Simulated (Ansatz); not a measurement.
Computed with Ansatz on PBE0-D4/def2-TZVP structures; ΔE is electronic, products minus reactants. CCSD(T)/CBS adds triple-zeta CCSD(T) − MP2 to the extrapolated MP2 energy (def2 sets, frozen cores). This one scheme is used for every species. DFT in def2-TZVPP. One conformer a species, not always the lowest.

Consider the cleavage of the Si–Si bond: `BC[SiH2][SiH3]` + HCl → `BC[SiH2]Cl` + SiH₄.

(1) Is it downhill or uphill in electronic energy at CCSD(T)/CBS, and by how much? (Best estimate.)

(2) What do these levels give: BLYP-D4, ωB97X-V, r2SCAN, PBE0, BHLYP, CCSD(T)/def2-SVP? (An estimate is asked.)

Largest T1 diagnostic among the species: 0.012.

## Answers

(1) Ansatz gave: Downhill: ΔE = -23.5 kcal/mol.

(2) The calculation gave: BLYP-D4 -22.3, ωB97X-V -23.7, r2SCAN -23.1, PBE0 -21.7, BHLYP -26.6, CCSD(T)/def2-SVP -22.3 kcal/mol.

The D4 term adds +1.4 kcal/mol with B3LYP and +0.8 kcal/mol with PBE0; it sums over pairs of atoms, weighted by their polarisabilities, and B3LYP, whose exchange is more repulsive, gets the larger term. From BLYP to BHLYP (50 % exact exchange), in def2-TZVPP and without D4, ΔE moves by −2.7 kcal/mol. Leaving LDA and LC-ωPBE aside and taking each functional with its dispersion term where it has one, the values, not all of them listed here, spread over 5.8 kcal/mol, from BHLYP-D4 to PBE-D4. LDA lies +1.3 kcal/mol from PBE without D4.

B3LYP here is the variant with VWN-RPA as its local correlation; programs differ in this.
